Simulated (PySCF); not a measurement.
System: sum formula BN2H4, charge 0, multiplicity 2. It need not be the lowest isomer of its formula. 
Geometry from a B3LYP-D3(BJ)/def2-TZVP (Ansatz) optimisation:
SMILES: N[B]N
```xyz
7

B     -0.0215     0.3561     0.3835
N     -1.2511    -0.0723    -0.1289
N      1.2587    -0.0530    -0.0060
H     -1.3500    -0.7545    -0.8693
H     -2.1288     0.2757     0.2110
H      2.0935     0.3083     0.4179
H      1.4400    -0.7330    -0.7326
```
Charge 0, spin multiplicity 2.

Dispersion corrections to the total energy (kcal/mol) from the dftd3 and dftd4 libraries through PySCF: D3(BJ) without and D4 with the three-body term, each with the damping fitted for the functional named.

```csv
functional,D3(BJ),D4
BHLYP,-2.75,-2.03
CAM-B3LYP,___,-1.51
B3LYP,-3.62,___
TPSS,-2.61,-2.52
r2SCAN,-0.55,-0.44
PW6B95,-0.93,-1.68
HSE06,-1.24,___
```

Problem. Complete the blanks.

Solution. 
- CAM-B3LYP, D3(BJ): -1.50
- B3LYP, D4: -2.98
- HSE06, D4: -1.40
